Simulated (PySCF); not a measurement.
# Computed properties of Al(Cl)(F)(NHMe) (CH4AlClFN), SMILES [NH](C)[Al]([Cl])[F]

CH₄AlClFN, SMILES [NH](C)[Al]([Cl])[F]. Geometry optimised at PBE0-D3(BJ)/def2-SVP. The structure was generated by enumeration; whether it is a known compound was not checked. The values are those of a single conformer. All values are computed for the isolated molecule unless a solvent is named; none is compared with measurement here.

**Structure.** The optimised structure has Cs symmetry. All 21 harmonic modes at PBE0-D3(BJ)/def2-SVP (PySCF) are real, so it is a minimum. With heavy atoms numbered as in [Al:1]([Cl:2])([F:3])[NH:4][CH3:5], the shortest bond between them is N4–C5 at 1.447 Å and the longest Al1–Cl2 at 2.087 Å.

**Vibrations.** The strongest infrared lines (harmonic, unscaled, degenerate partners summed) lie at 912 cm⁻¹ (129 km/mol, Al 48 %, F 41 %), 1181 cm⁻¹ (116 km/mol, N 43 %, C 34 %, H 21 %), 536 cm⁻¹ (98 km/mol, H 87 %, N 12 %). The softest mode is at 101 cm⁻¹ and the zero-point energy is 37.1 kcal/mol.

**Electronic structure.** B3LYP/def2-TZVP (PySCF) places the frontier levels at -7.04 and -0.92 eV, a gap of 6.12 eV, and gives a dipole moment of 2.48 D and a mean polarisability of 53.9 bohr³. PBE/def2-TZVP (PySCF) at the same geometry gives -5.92 and -1.48 eV, so its gap is 1.68 eV narrower. An orbital gap is neither the optical nor the fundamental gap.

**Excitations.** TDDFT-B3LYP/def2-SVPD (PySCF) has S1 at 4.95 eV (250 nm, f = 0.019, weak); the most intense of the 10 singlets computed lies at 6.36 eV (f = 0.13). T1 (TDA) is at 4.64 eV. TDDFT-PBE/def2-SVPD (PySCF) puts S1 at 4.44 eV. No vertical singlet excitation falls in the visible range (under 3.1 eV).

**NMR.** GIAO shifts at KT2/pcSseg-1 (PySCF) (non-relativistic, atoms alike by connectivity averaged): ¹³C at 36.0 ppm against TMS; ¹H from 0.9 to 3.2 ppm against TMS; ¹⁹F at -214.2 ppm against CFCl3. Without spin–orbit terms, shifts of atoms bonded to Cl or Br come out too high.
